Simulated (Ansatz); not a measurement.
The cluster As₂Se₃⁻, relaxed as a quartet with UKS PBE-D4/def2-SVPD in Ansatz, starting from the PBE-D4/def2-SVPD geometry of the charge -1 doublet. Force threshold 0.02 eV/Å.

At PBE-D4/def2-SVPD a doublet of charge -1 lies 1.29 eV below the quartet, each at its own geometry. The structure comes from a short search, and lower isomers may exist.

Start:

```
atom   x (Å)   y (Å)   z (Å)
 As1  -1.007  -0.237  -0.849
 As2   1.195  -0.056   0.601
 Se3   1.220  -1.911   1.937
 Se4  -0.585   0.914  -2.777
 Se5  -0.823   1.291   1.088
```

```tsv
step	energy (eV)	largest force component (eV/Å)	SCF passes
1	-317648.8719	1.550	25
2	-317649.2536	0.463	35
3	-317649.5997	1.487	35
4	-317649.8850	0.932	27
5	-317650.0306	0.418	25
6 (rejected)	-317650.0187	0.559	27
7	-317650.0645	0.231	23
8	-317650.0874	0.043	23
9	-317650.1105	0.140	27
10	-317650.1298	0.275	29
11	-317650.1534	0.071	26
12	-317650.1623	0.020	26
13 (rejected)	-317650.1547	0.304	26
14	-317650.1648	0.038	23
15 (rejected)	-317650.1638	0.131	23
16	-317650.1652	0.033	21
17	-317650.1653	0.014	22
18	-317650.1653	0.008	21
```

Force components are those of the run's own axes.

End:

```xyz
5

As   -1.302   -0.406   -1.559
As    1.839   -0.435    0.850
Se    1.129   -1.381    2.833
Se   -1.303    1.654   -2.603
Se   -0.362    0.568    0.479
```

Bonds lost: As1–As2 (atoms count from 1).

The force fell under the threshold at step 17, but the optimiser went on. No frequencies were taken in this run, so the end may be a saddle point.

It took 75 s on 4 threads of Arm Neoverse V2 on a shared host.
